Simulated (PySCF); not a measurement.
Working out the ionisation energy of Zr

Zr [Kr] 4d2 5s2 (3F) → Zr⁺ [Kr] 4d2 5s1 (4F). Computed with PySCF 2.14 in ANO-RCC-VTZP (7s6p4d2f1g, 68 functions), with scalar relativity by spin-free X2C-1e. Frozen: [Ar] 3d10. Energies in hartree (1 hartree = 27.21139 eV):

```tsv
part	Zr (lower)	Zr⁺ (upper)
UHF	-3596.087698	-3595.897213
MP2 opposite-spin	-0.223231	-0.187480
MP2 same-spin	-0.084864	-0.078929
```

**Question.** What does Hartree-Fock give?

**Answer.** (-3595.897213) − (-3596.087698) = 0.190485 hartree = 5.183 eV.

**Question.** What do MP2 and SCS-MP2 (6/5 opposite-spin, 1/3 same-spin) give?

**Answer.** The opposite-spin parts differ by 0.973 eV and the same-spin parts by 0.161 eV. MP2: 5.183 + (0.973) + (0.161) = 6.317 eV. SCS-MP2: 5.183 + 1.2 × (0.973) + (0.161)/3 = 6.404 eV.

Measured between the centres of the two terms (NIST): 6.639 eV, so MP2 (valence and next inner shell) is off by -0.322 eV.

What remains against the reference includes basis incompleteness, the frozen core and correlation beyond second order.
